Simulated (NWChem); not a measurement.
System: SnNH₃F₂; SMILES [F][SnH]([F])[NH2]

NWChem input:

```
start job
memory heap 200 mb stack 900 mb global 1100 mb
geometry units angstroms noautoz
  Sn    -0.012231     0.337576    -0.037424
  N      2.002042    -0.033140    -0.043455
  F     -0.856133    -1.092356    -1.073529
  F     -0.622011     0.132789     1.810989
  H     -0.594457     1.839100    -0.627908
  H      2.287396    -0.251671     0.923613
  H      2.164670    -0.893889    -0.588492
end
basis spherical
  * library def2-svp
end
ecp
  Sn library def2-ecp
end
dft
  xc xpbe96 cpbe96
  grid fine
  iterations 150
  mulliken
end
task dft gradient
```

Excerpt of the output:

```
             Northwest Computational Chemistry Package (NWChem) 7.3.0
             --------------------------------------------------------

 CS  symmetry detected

                             Geometry "geometry" -> ""
                             -------------------------

 Output coordinates in angstroms (scale by  1.889725989 to convert to a.u.)

  No.       Tag          Charge          X              Y              Z
 ---- ---------------- ---------- -------------- -------------- --------------
    1 Sn                  50.0000    -0.01695920     0.25100346     0.00000000
    2 N                    7.0000     1.90526794    -0.45596560     0.00000000
    3 F                    9.0000    -0.90190831    -0.50939152     1.57132408
    4 F                    9.0000    -0.90190831    -0.50939152    -1.57132408
    5 H                    1.0000    -0.29209966     1.94408660     0.00000000
    6 H                    1.0000     2.01876677    -1.06672649    -0.82370613
    7 H                    1.0000     2.01876677    -1.06672649     0.82370613

 Effective nuclear repulsion energy (a.u.)     421.9398679616

      Symmetry information
      --------------------

 Group name             Cs
 Group number              2
 Group order               2
 No. of unique centers     5

 Summary of "ao basis" -> "ao basis" (spherical)
 ------------------------------------------------------------------------------
       Tag                 Description            Shells   Functions and Types
 ---------------- ------------------------------  ------  ---------------------
 Sn                         def2-svp                10       26   4s4p2d
 N                          def2-svp                 6       14   3s2p1d
 F                          def2-svp                 6       14   3s2p1d
 H                          def2-svp                 3        5   2s1p

      Symmetry analysis of basis
      --------------------------

        a'         51
        a"         32

            General Information
            -------------------
          SCF calculation type: DFT
          Wavefunction type:  closed shell.
          No. of atoms     :     7
          No. of electrons :    50
           Alpha electrons :    25
            Beta electrons :    25
          Charge           :     0
          Spin multiplicity:     1
          Use of symmetry is: on ; symmetry adaption is: on
          Maximum number of iterations: 150
          AO basis - number of functions:    83
                     number of shells:    37
          Convergence on energy requested:  1.00D-06
          Convergence on density requested:  1.00D-05
          Convergence on gradient requested:  5.00D-04

              XC Information
              --------------
          PerdewBurkeErnzerhof Exchange Functional  1.000
            Perdew 1991 LDA Correlation Functional  1.000 local
           PerdewBurkeErnz. Correlation Functional  1.000 non-local

             Grid Information
             ----------------
          Grid used for XC integration:  fine
          Radial quadrature: Mura-Knowles
          Angular quadrature: Lebedev.
          Tag              B.-S. Rad. Rad. Pts. Rad. Cut. Ang. Pts.
          ---              ---------- --------- --------- ---------
          Sn                  1.45      141           9.0       974
          N                   0.65       70          10.0       590
          F                   0.50       70          10.0       590
          H                   0.35       60          11.0       590
          Grid pruning is: on
          Number of quadrature shells:   401
          Spatial weights used:  Erf1

      Superposition of Atomic Density Guess
      -------------------------------------

 Sum of atomic energies:        -503.42278436

      Non-variational initial energy
      ------------------------------

 Total energy =    -467.983126
 1-e energy   =   -1157.525367
 2-e energy   =     474.725618
 HOMO         =      -0.369258
 LUMO         =      -0.039553

      Symmetry analysis of molecular orbitals - initial
      -------------------------------------------------

  Numbering of irreducible representations:

     1 a'          2 a"

  Orbital symmetries:

     1 a'          2 a"          3 a'          4 a'          5 a'
     6 a'          7 a"          8 a'          9 a"         10 a'
    11 a'         12 a"         13 a'         14 a"         15 a'
    16 a'         17 a"         18 a'         19 a'         20 a"
    21 a"         22 a"         23 a'         24 a'         25 a'
    26 a'         27 a"         28 a'         29 a'         30 a'
    31 a"         32 a'         33 a'         34 a'         35 a"

     ---------------------------------------------
      Total Density - Mulliken Population Analysis
     ---------------------------------------------

[...]

                         DFT ENERGY GRADIENTS

    atom               coordinates                        gradient
                 x          y          z           x          y          z
   1 Sn     -0.032048   0.474328   0.000000    0.000040  -0.000045   0.000000
   2 N       3.600434  -0.861650   0.000000   -0.000137   0.000042   0.000000
   3 F      -1.704360  -0.962610   2.969372    0.000104   0.000021  -0.000115
   4 F      -1.704360  -0.962610  -2.969372    0.000104   0.000021   0.000115
   5 H      -0.551988   3.673791   0.000000    0.000031  -0.000094   0.000000
   6 H       3.814916  -2.015821  -1.556579   -0.000071   0.000027   0.000011
   7 H       3.814916  -2.015821   1.556579   -0.000071   0.000027  -0.000011
```

Level: PBE/def2-SVP with def2 effective core potentials on Sn. The geometry was optimised at PBE-D3(BJ)/def2-SVP. def2 effective core potentials on Sn; no spin-orbit coupling.
